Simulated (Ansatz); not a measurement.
Job for Ansatz (a first-principles code): U-PBE0/def2-TZVPP on MgC, 2S+1 = 5, a spin state set in the input, which need not be the lowest.

Ansatz 0.2 input:
```yaml
crystal:
  periodic: [false, false, false]
  atoms:
    - {symbol: C, position_ang: [0.00000000, 0.00000000, 0.00000000]}
    - {symbol: Mg, position_ang: [0.00000000, 0.00000000, 2.06100000]}
basis:
  gaussian:
    orbitals: def2-TZVPP
hamiltonian:
  xc: {name: PBE0}
magnetization: {spin_polarized: true, initial_magnetization: 4}
relax: {f_tol: 0.002, max_steps: 120}
```

It printed:

```
WARN ansatz: RAYON_NUM_THREADS=2 ignored (pool sized by the plan → 2); use --threads N
Functional definition: PBE0
integrals: 0.01 GiB planned
468 factors; their error is unknown
mean field: 0.16 GiB planned
mean field evaluation 1: about -6469.0231 eV, gradient 1.7e1 eV
mean field evaluation 2: about -6466.3020 eV, gradient 2.4e1 eV
mean field evaluation 4: about -6471.1590 eV, gradient 5.0e-1 eV
mean field evaluation 8: about -6471.1873 eV, gradient 4.9e-2 eV
mean field evaluation 16: about -6471.1873 eV, gradient 2.1e-5 eV
mean field -6471.18731678 eV, -237.8117475635 hartree, gradient 2.1e-5 eV, S^2 6.002331; 0 other end points of the search recorded, 0 dependent functions left out
the calculation of the forces begins
reference -6471.18734593 eV, -237.8117486347 hartree; 11, 7 occupied and 52, 56 virtual orbitals, 468 factors
relax step   1: F+E_penalty+E_count = -6471.18731678 eV  Δ(F+E_penalty+E_count) = +0.000e0 eV  max|allowed force component| = 1.181e-1 eV/Å  Δτ_max = 0.0000 Å  (26 SCF iters, accepted)
these checks for a lower state are left out or cut short: starts, cluster_reference, orbital_swaps, neighbouring_geometries, increment
integrals: 0.01 GiB planned
468 factors; their error is unknown
mean field: 0.16 GiB planned
mean field -6471.18791848 eV, -237.8117696755 hartree, gradient 1.5e-5 eV, S^2 6.002331; 0 other end points of the search recorded, 0 dependent functions left out
the calculation of the forces begins
reference -6471.18794764 eV, -237.8117707471 hartree; 11, 7 occupied and 52, 56 virtual orbitals, 468 factors
relax step   2: F+E_penalty+E_count = -6471.18791848 eV  Δ(F+E_penalty+E_count) = -6.017e-4 eV  max|allowed force component| = 4.407e-2 eV/Å  Δτ_max = 0.0037 Å  (25 SCF iters, accepted)
these checks for a lower state are left out or cut short: starts, cluster_reference, orbital_swaps, neighbouring_geometries, increment
integrals: 0.01 GiB planned
468 factors; their error is unknown
mean field: 0.16 GiB planned
mean field -6471.18801345 eV, -237.8117731656 hartree, gradient 6.8e-6 eV, S^2 6.002331; 0 other end points of the search recorded, 0 dependent functions left out
the calculation of the forces begins
reference -6471.18804262 eV, -237.8117742375 hartree; 11, 7 occupied and 52, 56 virtual orbitals, 468 factors
relax step   3: F+E_penalty+E_count = -6471.18801345 eV  Δ(F+E_penalty+E_count) = -9.497e-5 eV  max|allowed force component| = 4.014e-4 eV/Å  Δτ_max = 0.0022 Å  (25 SCF iters, accepted)
integrals: 0.01 GiB planned
468 factors; their error is unknown
mean field: 0.16 GiB planned
mean field evaluation 32: about -6471.1880 eV, gradient 7.1e-6 eV
mean field -6471.18801345 eV, -237.8117731656 hartree, gradient 7.1e-6 eV, S^2 6.002331; 1 other end points of the search recorded, 0 dependent functions left out
the calculation of the forces begins
reference -6471.18804262 eV, -237.8117742375 hartree; 11, 7 occupied and 52, 56 virtual orbitals, 468 factors
Total energy: -6471.18804262 eV, -237.8117742375 hartree
Atom 0 at     0.000000     0.000000     0.005869 Å, force     0.000000     0.000000    -0.000401 eV/Å
Atom 1 at    -0.000000    -0.000000     2.055131 Å, force    -0.000000    -0.000000     0.000401 eV/Å
Dipole moment:    -0.000000    -0.000000     0.521966 e Å
```

The run converged.

Cost: roughly 4 core-seconds.
